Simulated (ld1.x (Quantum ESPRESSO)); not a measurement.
Values are calculated unless marked as measured or tabulated.
# Hardness and transferability of assorted potentials

Generated with ld1.x 7.5 (TM, RRKJ, ultrasoft, PAW), atompaw 4.2 or ONCVPSP 4.0.1. The cutoff is in Ry: for ld1.x and atompaw files where the sum of valence levels is converged to 10 mRy in a Bessel basis, for ONCV files where the hardest occupied wave has 1 mHa per electron of residual kinetic energy. The error is the largest all-electron minus pseudo excitation energy over each file’s own four to seven test configurations (ionisations up to +4, promotions, holes and added fractions of an electron), all of which were solved. The labels leave out finer settings (local radius, basis sizes, second energies), which also bear on the numbers. Spin-polarised tests are not counted. The rows are a selection from randomly drawn settings: files with unsolved tests, undetermined cutoffs or missed reference levels are left out.

A true bound ghost makes a file unfit for plane-wave use even where its test errors are small: the radial tests pick states by their node count and pass the ghost by.

| element | potential | cutoff (Ry) | largest error (meV) | bound ghosts |
| --- | --- | --- | --- | --- |
| S | TM, PBE, scalar-relativistic, rc 1.15/1.78/1.35 (spd), local smoothed, core correction yes, reference 3s2 3p3 | 55 | +74 | none |
| Pb | TM, PBEsol, scalar-relativistic, rc 1.65/2.50/1.35 (spd), local smoothed, core correction yes, reference 5d10 6s2 6p0.5 | 80 | -200 | none |

Question: Fill in the row for Pd: ultrasoft, revPBE, scalar-relativistic, rc 1.80/1.45/2.05 (spd), local smoothed, core correction no, reference 4s2 4p6 4d10 5s0 5p0.

Answer: cutoff 40 Ry, largest error +35 meV, bound ghosts: none.

Question: Fill in the row for Hg: RRKJ, PBE, scalar-relativistic, rc 2.15/2.15 (sp), local smoothed, core correction yes, reference 6s1.75 6p0.

Answer: cutoff 21 Ry, largest error -309 meV, bound ghosts: s, d.

Question: Fill in the row for Cu: TM semilocal, PBE, scalar-relativistic, rc 1.65/2.05/1.20 (spd), local d, core correction yes, reference 3d9 4s0 4p0.

Answer: cutoff 180 Ry, largest error -246 meV, bound ghosts: none.
